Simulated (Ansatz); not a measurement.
Job for Ansatz (a program for electronic structure): U-CCSD(T)/cc-pV(D+d)Z on CCl (SMILES [C]Cl), 2S+1 = 4, a spin state set in the input, which need not be the lowest, at the other state's geometry. Files ending in .json are basis or fitting sets from the Basis Set Exchange.

Ansatz 0.2 input:
```yaml
crystal:
  periodic: [false, false, false]
  atoms:
    - {symbol: C, position_ang: [-0.00000000, -0.00000000, -1.22426569]}
    - {symbol: Cl, position_ang: [0.00000000, 0.00000000, 0.43209377]}
basis:
  gaussian:
    orbitals: cc-pV_D+d_Z.json
magnetization: {spin_polarized: true, initial_magnetization: 3}
correlation: {method: ccsd_t, electrons: outside_noble_gas}
scf: {omitted_lower_state_checks: [cluster_reference]}
```

Output:

```
WARN ansatz: RAYON_NUM_THREADS=1 ignored (pool sized by the plan → 1); use --threads N
Functional definition: HF
these checks for a lower state are left out or cut short: cluster_reference
integrals: 0.01 GiB planned
373 factors; integrals over basis functions are off by at most 1.7e-3 eV
mean field: 0.06 GiB planned
mean field evaluation 1: about -13527.1551 eV, gradient 1.1e1 eV
mean field evaluation 2: about -13527.1613 eV, gradient 1.1e1 eV
mean field evaluation 4: about -13529.0742 eV, gradient 3.3e0 eV
mean field evaluation 8: about -13529.3684 eV, gradient 1.1e-1 eV
mean field -13529.36865177 eV, -497.1951274171 hartree, gradient 7.4e-7 eV, S^2 3.760089; 0 other end points of the search recorded, 0 dependent functions left out
6 core orbitals not correlated
reference -13529.36865177 eV, -497.1951274171 hartree; 7, 4 occupied and 24, 27 virtual orbitals, 373 factors
second order -5.18846188 eV of doubles, -0.00000000 eV of singles
coupled cluster: 0.08 GiB planned
cycle   1  -5.64394792 eV  change   -4.6e-1 eV  update   5.7e-2
cycle   2  -5.82377463 eV  change   -1.8e-1 eV  update   2.3e-2
cycle   3  -5.86539362 eV  change   -4.2e-2 eV  update   1.3e-2
cycle   4  -5.86549932 eV  change   -1.1e-4 eV  update   5.2e-3
cycle   5  -5.86631334 eV  change   -8.1e-4 eV  update   1.6e-3
cycle   6  -5.86637630 eV  change   -6.3e-5 eV  update   4.3e-4
cycle   7  -5.86643970 eV  change   -6.3e-5 eV  update   2.1e-4
cycle   8  -5.86644101 eV  change   -1.3e-6 eV  update   7.2e-5
cycle   9  -5.86643694 eV  change    4.1e-6 eV  update   2.8e-5
cycle  10  -5.86644480 eV  change   -7.9e-6 eV  update   7.8e-6
perturbative correction -0.15041172 eV, -0.0055275287 hartree
Total energy: -13535.38550829 eV, -497.4162428157 hartree
Checks for a lower state left out: cluster_reference
```

The run converged.

Cost: roughly 0.8 core-seconds.
